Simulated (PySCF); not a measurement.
C₄H₄Cl₂N₂O₂.
Atom-mapped SMILES: `[Cl:1][CH:2]([Cl:3])[CH2:4][O:5][c:6]1[n:7][cH:8][o:9][n:10]1` (hydrogens: H11 on C2; H12, H13 on C4; H14 on C8)

All values: B3LYP/def2-SVPD (PySCF, non-relativistic), on one gas-phase PBE0-D3(BJ)/def2-SVP geometry that isn't relaxed in the solvent. The solvent is an IEF-PCM continuum (van der Waals radii × 1.2). Only the electrostatic response of the medium enters.

Gas phase at B3LYP/def2-SVPD: HOMO -7.93 eV, LUMO -1.50 eV, dipole 2.99 D.

Question: What does the continuum do to the energy, the frontier levels and the dipole at B3LYP/def2-SVPD in cyclohexane and water?

Answer: 
```json
{"solvent": "cyclohexane", "ε": "2.017", "E(solvent) − E(gas) (kcal/mol)": "-3.12", "polarisation term (kcal/mol)": "-3.34", "distortion of the solute (kcal/mol)": "0.22", "HOMO (eV)": "-7.88", "LUMO (eV)": "-1.38", "dipole (D)": "3.39"}
{"solvent": "water", "ε": "78.36", "E(solvent) − E(gas) (kcal/mol)": "-8.35", "polarisation term (kcal/mol)": "-10.03", "distortion of the solute (kcal/mol)": "1.68", "HOMO (eV)": "-7.85", "LUMO (eV)": "-1.23", "dipole (D)": "4.18"}
```

Polarisation term: ½ Σ q·V over the induced surface charges. Distortion: the rise of the solute's own energy as its density leaves the gas-phase optimum. From cyclohexane to water the lowering changes by a factor 2.68, Onsager's factor (ε − 1)/(2ε + 1) by 2.43 and ε itself by 38.9.

Question: Which radius a makes the point-dipole formula ΔE = −[(ε − 1)/(2ε + 1)]·μ²/a³ give the value in water, with the gas-phase dipole?

Answer: μ = 1.177 au and |ΔE| = 0.01330 Eh give a = 1.96 Å; the farthest nucleus lies 3.49 Å from the centroid of the nuclei, so such a sphere wouldn't even hold the nuclei. The formula assumes a rigid point dipole at the centre of a sphere.

Question: How does the static polarisability (B3LYP/def2-SVPD, frozen core, with the continuum's full static response) change?

Answer: 
```
     medium  isotropic (au)  principal values (au)  ⟨r²⟩ of the electrons (bohr²)
        gas            94.1      75.1, 92.0, 115.4                         2225.3
cyclohexane           105.0     83.7, 103.8, 127.5                         2225.5
      water           126.5    102.9, 128.6, 147.9                         2226.2
```

The isotropic value in water is 1.34 times the gas-phase one; no cavity-field correction is applied. ⟨r²⟩ is taken about the centre of nuclear charge.

The run took about 2 min of CPU time (one thread, shared machine). This is the whole response run at B3LYP/def2-SVPD in water, SCF included.

Shape of the structure used: `[Cl:1][CH:2]([Cl:3])[CH2:4][O:5][c:6]1[n:7][cH:8][o:9][n:10]1`: Cl1–C2–C4–O5 -177°, C2–C4–O5–C6 -74°, C4–O5–C6–N7 5°.
